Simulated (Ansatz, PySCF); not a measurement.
AlH₂, SMILES [AlH2+], charge +1.

Geometry optimised at B3LYP-D3(BJ)/def2-TZVPD. The spin state was assumed, not searched. The isomer is the one that the SMILES or the coordinates give; other isomers of the formula were not compared.

Two levels are set side by side: PBE/def2-TZVPD (Ansatz, a first-principles code) and EOM-CCSD/aug-cc-pVDZ (PySCF). PBE by ΔSCF, the other level by its IP root; same geometry, the bases differ. Differences are taken from unrounded values.

```csv
quantity,EOM-CCSD
vertical ionisation energy (eV),19.19
```

### Question
What does PBE give, and how far is it from EOM-CCSD? (An estimate is asked for; the answer gives what the named calculation found.)

### Answer

```tsv
quantity	PBE	PBE minus EOM-CCSD
vertical ionisation energy (eV)	18.93	-0.27
```

Here PBE gives about what the other level gives.
